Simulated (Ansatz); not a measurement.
`O=C=[N][Ga]([Cl])[Cl]` + H–F → `[F][Ga]([Cl])[Cl]` + `N=C=O` at 400 K and 1 bar (ligand exchange at a Ga–N bond).

Program: Ansatz. Geometries: PBE0-D4/def2-TZVP. ΔE: electronic, gas phase. CBS: MP2 limit from def2 TZ/QZ plus the TZ coupled-cluster correction, frozen cores. This one scheme is used for every species. For Ga outer-core shells are correlated without core-valence functions, which leaves a few kJ/mol of doubt a bond. Scalar relativity is left out up to krypton. One conformer a species, not always the lowest.

| species | CCSD(T)/CBS energy (Eh) | H − E (kJ/mol) | S (J/(mol·K)) |
| --- | --- | --- | --- |
| `O=C=[N][Ga]([Cl])[Cl]` | -3011.56329 | 74.9 | 415.0 |
| H–F | -100.39570 | 36.5 | 182.2 |
| `[F][Ga]([Cl])[Cl]` | -2943.43698 | 36.5 | 345.6 |
| `N=C=O` | -168.51995 | 72.4 | 252.4 |

H − E and S are ideal-gas, rigid-rotor, harmonic terms from PBE0-D4/def2-TZVP, for one conformer and one mirror image of each species. 1 Eh = 2625.50 kJ/mol, R = 8.31446 J/(mol·K).

Question: By hand: ΔE, ΔH, ΔS and ΔG.

Answer: ΔE = (-2943.43698) + (-168.51995) − (-3011.56329) − (-100.39570) = 0.00206 Eh = 5.4 kJ/mol. Δ(H − E) = 36.5 + 72.4 − 74.9 − 36.5 = -2.5, so ΔH = 2.9 kJ/mol. ΔS = 345.6 + 252.4 − 415.0 − 182.2 = 0.8 J/(mol·K). ΔG = 2.9 − 400 × (0.8)/1000 = 2.6 kJ/mol.

Question: By hand: the equilibrium constant, and the temperature at which ΔG would vanish if ΔH and ΔS stayed fixed.

Answer: log₁₀ K = −ΔG/(RT ln 10) = -0.3. ΔG = 0 at ΔH/ΔS = 3625 K, far beyond where these terms or the molecules hold.

The number of gas molecules stays the same, so ΔS is small and ΔH decides. The sign of ΔG lies within the doubt. A doubt of 5 kJ/mol in ΔE shifts log₁₀ K by 0.7 here. Other conformers and mirror images would add mixing entropy, several J/(mol·K) or more a flexible species. Modes under 60 cm⁻¹, often nearly free rotors, make the harmonic entropy too high. These are equilibria of isolated gas molecules and say nothing of rates. Largest T1 diagnostic: 0.018 (customary marks: 0.02 for closed shells, 0.045 for open ones).
